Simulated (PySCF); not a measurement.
C₆ coefficients of unlike pairs at PBE

Calculated with PySCF 2.14 from the dipole response of each species, C₆(A,B) = (3/π) ∫ α_A(iu) α_B(iu) du, in atomic units, from isotropic polarisabilities. For ions this is the dispersion term alone; charge-induced terms of lower order in 1/R come first.

```tsv
species	configuration	basis	relativity	α (bohr³)	C₆ (like pair)
N+	[He] 2s2 2p2 (3P)	def2-QZVPPD (8s4p4d2f1g)	none	3.912	8.467
Mn+	[Ar] 3d5 4s1 (7S)	def2-TZVPPD (6s6p4d2f1g)	none	28.22	137.9
Al	[Ne] 3s2 3p1 (2P)	aug-cc-pV(T+d)Z (6s5p4d2f)	none	65.72	587.6
Si(2+)	[Ne] 3s2 (1S)	def2-QZVPPD (10s6p5d2f1g)	none	11.69	40.10
```

Estimate C₆ for Si(2+) with Al.

The integral gives 145.0. The combination rule 2 C_A C_B / (C_A α_B/α_A + C_B α_A/α_B) gives 142.8 and the geometric mean 153.5.

No spin-orbit coupling is included.

The other pairs:

| pair | C₆ |
| --- | --- |
| Si(2+), Mn+ | 72.61 |
| Si(2+), N+ | 17.48 |
| Mn+, N+ | 30.51 |
| Al, N+ | 57.67 |
| Al, Mn+ | 281.0 |
